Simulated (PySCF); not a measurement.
**Fine-structure interval of Ho⁵⁰⁺ by level of theory**

Ho⁵⁰⁺ [Ne] 3s2 3p5 [3p1/2^2 3p3/2^3, M_J = 3/2] → Ho⁵⁰⁺ [Ne] 3s2 3p5 [3p1/2^1 3p3/2^4, M_J = 1/2], as a difference of total energies. Calculation: PySCF 2.14, in an even-tempered Gaussian basis (18 s from 13 bohr⁻², ratio 2.4; 14 p from 17 bohr⁻², ratio 2.4; 4 d from 63 bohr⁻², ratio 2.6; 4 f from 94 bohr⁻², ratio 2.6); the two-component X2C-1e Hamiltonian. Correlated levels: 1s2 frozen; the 52 highest virtual spinors dropped. "Screened" scales the spin-orbit matrix elements by Boettger's factors to mimic the two-electron term; Breit and QED terms are absent.

| method | fine-structure interval (cm⁻¹) |
| --- | --- |
| GHF (screened spin-orbit) | 1772100 |
| GMP2 (screened spin-orbit) | 1773000 |
| GHF (bare spin-orbit) | 1831300 |
